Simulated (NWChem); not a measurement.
C3H3ClF2; SMILES C/C(F)=C(\F)Cl

**Question.** Give the equilibrium geometry at PBE0/def2-SVP (NWChem) as a list of bonds and angles, with the point group.

**Answer.** point group Cs; any orientation.
Bonds (Å): C1–C2 1.481, C1–H7 1.102, C1–H8 1.102, C1–H9 1.096, C2–F3 1.333, C2–C4 1.337, C4–F5 1.325, C4–Cl6 1.707. Angles (°): C2–C1–H7 110.2, C2–C1–H8 110.2, C2–C1–H9 110.9, H7–C1–H8 107.5, H7–C1–H9 108.9, H8–C1–H9 108.9, C1–C2–F3 115.3, C1–C2–C4 126.0, F3–C2–C4 118.7, C2–C4–F5 121.2, C2–C4–Cl6 124.3, F5–C4–Cl6 114.4.
